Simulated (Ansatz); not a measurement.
`F[SiH2][SiH3]` and `N[SiH2][SiH2]F` differ in one atom or group.

Ansatz, PBE0-D4/def2-TZVP geometries, multiplicity 1. Each molecule was computed in one conformer, which needn't be the lowest.

```json
{"property": "size of the dipole moment (ωB97M-V/def2-TZVPP) / D", "`F[SiH2][SiH3]`": "1.21"}
{"property": "size of the dipole moment (B3LYP/def2-TZVPP) / D", "`F[SiH2][SiH3]`": "1.24"}
{"property": "HOMO energy (B3LYP/def2-TZVPP) / eV", "`F[SiH2][SiH3]`": "-8.21"}
{"property": "zero-point energy (PBE0-D4/def2-TZVP) / kJ/mol", "`F[SiH2][SiH3]`": "116.3"}
{"property": "HOMO–LUMO gap (PBE0/def2-TZVPP) / eV", "`F[SiH2][SiH3]`": "7.75"}
{"property": "ideal-gas entropy at 298 K and 1 bar (rigid rotor, harmonic PBE0-D4/def2-TZVP) / J/(mol·K)", "`F[SiH2][SiH3]`": "311"}
```

(1) Give the same properties after the change, and the shifts. (Estimate.)

Answers

(1) The calculation gave: 
```csv
property,`N[SiH2][SiH2]F`,shift
size of the dipole moment (ωB97M-V/def2-TZVPP) / D,1.56,0.35
size of the dipole moment (B3LYP/def2-TZVPP) / D,1.55,0.31
HOMO energy (B3LYP/def2-TZVPP) / eV,-7.26,0.95
zero-point energy (PBE0-D4/def2-TZVP) / kJ/mol,165.4,49.1
HOMO–LUMO gap (PBE0/def2-TZVPP) / eV,6.74,-1.01
"ideal-gas entropy at 298 K and 1 bar (rigid rotor, harmonic PBE0-D4/def2-TZVP) / J/(mol·K)",350,39
```

With PBE0 the HOMO rises by 0.94 eV and the LUMO falls by 0.08 eV, so the gap narrows by about 1.02 eV. PBE moves the HOMO by 1.11 eV and ωB97M-V by 0.75 eV. The zero-point energy changes by 49.1 kJ/mol with +6 modes. Dipoles are sizes alone; their direction can turn. Modes under 60 cm⁻¹, often nearly free rotors, make the harmonic entropy too high.

B3LYP here is the variant with VWN-RPA as its local correlation; programs differ in this.
